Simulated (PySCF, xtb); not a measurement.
CH5BS, SMILES S(C)B.

GFN2-xTB (xtb 6.7.1) at its own geometry gives an orbital gap of 4.05 eV and a dipole moment of 1.95 D.

Geometry optimised at B3LYP-D3(BJ)/def2-TZVP.

Problem. What does PySCF with B3LYP/def2-TZVPD give? (An estimate is asked for; the answer gives what the named calculation found.)

Solution. gap 6.32 eV (levels -7.62 and -1.30 eV), dipole 1.71 D.
